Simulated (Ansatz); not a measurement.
A structure relaxed at PBE-D4/def2-SVP in Ansatz, charge 1, doublet:

Cartesian coordinates in Å:
```
Cd -0.3972 0.0651 -3.4851
Cd 2.2512 -2.7331 1.1843
Cd -1.2168 -3.3287 -1.0237
Cd 3.4294 -0.3157 1.3856
Cd 1.4478 2.1380 2.8285
Cd -2.8775 -1.0803 -0.0048
Cd -1.3449 3.1234 0.6752
Cd -2.5836 1.4383 -1.3615
Cd -2.5017 -1.7416 -3.1283
Te -0.9741 -1.7045 2.3299
Te 1.2495 2.8704 -0.9091
Te 3.7864 2.4318 1.5426
Te -0.0877 -4.2946 1.4711
Te 0.3079 0.2121 0.2750
Te -1.1878 1.6149 3.1375
Te -0.6072 2.8267 -3.1430
Te 1.3066 -1.5220 -1.7740
```

Question: Give its formula.

Answer: the cluster Cd₉Te₈⁺.

Question: Summarise the bond lengths by kind (pairs closer than 1.2 times the sum of covalent radii, bridged metal pairs left out).

Answer: 15 × Cd–Te 2.68 to 3.37 Å; 7 × Cd–Cd 2.70 to 3.21 Å; 5 × Te–Te 2.86 to 3.09 Å.

In the def2 sets Cd, Te take a core potential; there is no spin–orbit coupling. Single mean-field runs in def2-SVP are fitted with def2-universal-jkfit. Another isomer (doublet) lies 3.30 eV lower at PBE0-D4/def2-SVP; other spin states weren't run for this one.
